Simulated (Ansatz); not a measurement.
Species: C3H6Cl2Si, charge 0, multiplicity 1. 
Geometry from a B3LYP-D3(BJ)/def2-TZVP (Ansatz, an electronic-structure program) optimisation:
```xyz
12

Cl    -0.1948     0.8677    -1.5574
C     -0.3034     0.0455     0.0547
Cl    -2.0123     0.1581     0.6352
C      0.7338     0.6708     1.0076
Si     1.9209    -0.7079     0.4516
C      0.2282    -1.3947    -0.0800
H      0.4251     0.4996     2.0400
H      0.9158     1.7295     0.8566
H      2.6324    -1.4447     1.5202
H      2.8572    -0.3641    -0.6368
H     -0.1892    -2.0098     0.7187
H      0.0354    -1.8672    -1.0371
```
Charge 0, spin multiplicity 1.

Basis-set convergence of Hartree-Fock and CCSD correlation energies (hartree) with Ansatz. Correlated levels leave the core frozen unless marked. Spin-orbit coupling is left out. Non-relativistic.

| basis | functions | E(HF) | E(corr, CCSD) |
|---|---|---|---|
| cc-pV(D+d)Z | 141 | -1325.02517 | -0.86441 |
| cc-pV(T+d)Z | 291 | -1325.09961 | -1.07419 |
| cc-pV(Q+d)Z | 537 | -1325.11733 | -1.14311 |

Extrapolating the two largest sets (X = 3 and 4) as X^-3: E(corr) = (64·(-1.14311) - 27·(-1.07419))/37 = -1.1934 Eh, an estimate of the basis-set limit. The largest set recovers 95.8 % of it, the smallest 72.4 %.
